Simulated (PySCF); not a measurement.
One of the candidates below gave these computed data.

All candidates are C4H14FNSi3.

- NMR, other nuclei: isotropic shieldings of nuclei other than C and H, by class: 260 (1 N), 428 (1 F), 359 (1 Si), 390 (1 Si), 402 (1 Si) ppm [GIAO PBE0/pcSseg-1]
- Rotational structure: rotational constants A, B, C: 1.964, 0.462, 0.426 GHz [GFN2-xTB]
- 1H NMR: chemical shifts (computed TMS as zero) by class: 5.42 (1 H), 5.36 (1 H), 4.83 (3 H), 4.66 (1 H), 4.61 (1 H), 1.88 (1 H), 1.73 (1 H), 1.70 (1 H), 1.02 (3 H), -0.44 (1 H) ppm [GIAO PBE0/pcSseg-1]
- Dipole: 2.20 D [PBE0/pcSseg-1]
- 13C NMR: chemical shifts (computed TMS as zero) by class: 106.3 (1 C), 41.6 (1 C), 26.0 (1 C), 17.1 (1 C) ppm [GIAO PBE0/pcSseg-1]

The electronic properties come from PySCF, for the isolated species, density fitting. Levels stand in brackets. One conformer (not necessarily the lowest) at the GFN2-xTB geometry, without solvent, vibrations or thermal averaging. GFN2-xTB frequencies show an imaginary mode (23i cm⁻¹), so this geometry is no minimum at that level. NMR values are class means; diastereotopic atoms form classes of their own.

Question: Which candidate is it?
A. `F[C@@H]1C[C@H]([SiH3])[Si@@H](N[SiH3])C1`
B. `F[SiH2]N([SiH2]C[SiH3])C1CC1`
C. `CN[SiH2]/C(=C\F)[SiH2][SiH2]C`
D. `CC[C@@H]1[SiH2][Si@@H](N[SiH3])[C@@H]1F`

Answer: D. It is `CC[C@@H]1[SiH2][Si@@H](N[SiH3])[C@@H]1F`. Numbering: `[CH3:1][CH2:2][C@@H:3]1[SiH2:4][Si@@H:5]([NH:6][SiH3:7])[C@@H:8]1[F:9]`. Its formula, C4H14FNSi3, gives 1 degree of unsaturation: 1 ring and 0 π bonds in the structure found. 4 carbons fall into 4 classes; from least to most shielded: sp3 C–F carbon [C8] (106.3 ppm), ring sp3 carbon bound to silicon [C3] (41.6 ppm), chain CH2 carbon [C2] (26.0 ppm), methyl carbon [C1] (17.1 ppm). Hydrogen classes from least to most shielded: 1 H on an sp3 C–F carbon, C8 (5.42 ppm), 1 H on an SiH silicon, Si5 (5.36 ppm), 3 H on an SiH3 silicon, Si7 (4.83 ppm), 1 H on an SiH2 silicon, Si4 (4.66 ppm), 1 H on an SiH2 silicon, Si4 (4.61 ppm), 1 H on a chain CH2 carbon, C2 (1.88 ppm), 1 H on an sp3 carbon bound to silicon, C3 (1.73 ppm), 1 H on a chain CH2 carbon, C2 (1.70 ppm), 3 H on a methyl carbon, C1 (1.02 ppm, a mean of values up to 0.6 ppm apart in this geometry), 1 H on a nitrogen bridging silicon atoms, N6 (-0.44 ppm). The other shieldings belong to: 260 ppm, nitrogen bridging silicon atoms [N6]; 428 ppm, alkyl fluorine [F9]; 359 ppm, SiH silicon [Si5]; 390 ppm, SiH2 silicon [Si4]; 402 ppm, SiH3 silicon [Si7]. The optimised geometry has point group C1 and is an asymmetric top.

The others, at the same levels:
- `CN[SiH2]/C(=C\F)[SiH2][SiH2]C` fails: its computed 13C shifts are 169.3 (1 C), 106.5 (1 C), 31.8 (1 C), -9.9 (1 C) ppm, 1H shifts are 7.24 (1 H), 5.07 (2 H), 4.31 (2 H), 4.02 (2 H), 2.80 (3 H), 0.21 (3 H), -0.11 (1 H) ppm and rotational constant A is 1.090 GHz (against 1.964 GHz).
- `F[SiH2]N([SiH2]C[SiH3])C1CC1` fails: it has 3 carbon classes against 4; its computed 13C shifts are 25.4 (1 C), 7.6 (2 C), -6.9 (1 C) ppm, 1H shifts are 5.30 (2 H), 4.66 (2 H), 4.03 (3 H), 1.72 (1 H), 0.56 (2 H), 0.48 (2 H), -0.08 (2 H) ppm and rotational constant A is 0.953 GHz (against 1.964 GHz).
- `F[C@@H]1C[C@H]([SiH3])[Si@@H](N[SiH3])C1` fails: its computed 13C shifts are 99.5 (1 C), 41.5 (1 C), 25.6 (1 C), 3.6 (1 C) ppm, 1H shifts are 5.46 (1 H), 5.29 (1 H), 4.78 (3 H), 4.06 (3 H), 2.28 (1 H), 2.04 (1 H), 1.57 (1 H), 0.64 (1 H), 0.57 (1 H), -0.15 (1 H) ppm and rotational constant A is 1.417 GHz (against 1.964 GHz).

Each candidate is one conformer, not necessarily the lowest. Dipoles, sizes and rotational constants follow the conformer. The torsions of the flexible species, by atom-mapped SMILES:
- `[CH3:1][CH2:2][C@@H:3]1[SiH2:4][Si@@H:5]([NH:6][SiH3:7])[C@@H:8]1[F:9]`: C1–C2–C3–Si4 -64°, Si4–Si5–N6–Si7 -163°
- `[CH3:1][NH:2][SiH2:3]/[C:4](=[CH:5]\[F:6])[SiH2:7][SiH2:8][CH3:9]`: C1–N2–Si3–C4 -61°, N2–Si3–C4–C5 91°, Si3–C4–Si7–Si8 64°, C4–Si7–Si8–C9 55°
- `[F:1][SiH2:2][N:3]([SiH2:4][CH2:5][SiH3:6])[CH:7]1[CH2:8][CH2:9]1`: F1–Si2–N3–Si4 -7°, Si2–N3–Si4–C5 -62°, N3–Si4–C5–Si6 -55°, Si2–N3–C7–C8 142°

The conformers of `F[C@@H]1C[C@H]([SiH3])[Si@@H](N[SiH3])C1` aren't listed.
